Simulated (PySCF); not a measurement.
Nb(F)4(SH) (F4HNbS), SMILES [F][Nb]([F])([F])([SH])[F], multiplicity 1.

Geometry optimised at PBE-D3(BJ)/def2-SVP. The multiplicity is an assumed one; no other spin state was optimised. The structure was generated by enumeration; whether it is a known compound was not checked. The def2 effective core potentials stand for the cores of Nb; spin–orbit coupling is left out. The values are those of a single conformer.

Method: CAM-B3LYP/def2-TZVP in PySCF.

The molecule is in vacuum.

Question: Estimate the frontier levels, gap, dipole moment and polarisability. (An estimate is asked for; the answer gives what the named calculation found.)

Answer: 
```
Property                                                                                                        Value
---------------------------------------------------------------------------------------------  ----------------------
highest occupied level                                                                                      -10.04 eV
lowest empty level                                                                                           -2.68 eV
orbital gap                                                                                                   7.36 eV
dipole moment                                                                                                  1.06 D
quadrupole, principal values (traceless, Buckingham form, about the centre of nuclear charge)  -5.00, -2.62, 7.62 D·Å
mean static polarisability                                                                       59.5 bohr³ (8.82 Å³)
polarisability, principal values                                                               48.7, 54.5, 75.3 bohr³
```
